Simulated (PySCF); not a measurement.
ErBr: energy against distance

Set-up: PySCF, spin-free X2C with a Gaussian nucleus, basis sets Er x2c-SVPall, Br x2c-SVPall. Energies in eV from Er (4f12 6s2) + Br in their ground configurations at the same level. State: quartet, about 11.7 electrons in the 4f shell (Mulliken), real f orbitals that mix terms.

```
R (Å)    PBE0
2.249  -2.814
2.353  -3.313
2.458  -3.577
2.537  -3.667
2.615  -3.688
2.693  -3.658
2.798  -3.562
2.929  -3.383
3.086  -3.119
3.295  -2.736
```

**Question.** Put a parabola through the three lowest points of the PBE0 curve and estimate Re, k and ωe (reduced mass 53.48 u; 1 eV/Å² = 0.16022 mdyn/Å; ωe = 1302.8·√(k/μ) cm⁻¹).

**Answer.** Through R = 2.537, 2.615, 2.693 Å the second-order coefficient is 4.19 eV/Å², so Re ≈ 2.608 Å, k ≈ 1.34 mdyn/Å and ωe ≈ 206 cm⁻¹. A polynomial fit of higher order to the unrounded PBE0 energies gives Re = 2.605 Å, k = 1.36 mdyn/Å, ωe = 208 cm⁻¹; anharmonicity and rounding make the difference.

The higher-order fit for each curve: PBE0: Re = 2.605 Å, ωe = 208 cm⁻¹, De = 3.69 eV.

Spin–orbit coupling is left out, which matters for elements this heavy, above all for dissociation energies. With d or f electrons several states lie close, and the lowest PBE0 determinant need not be the measured ground state.
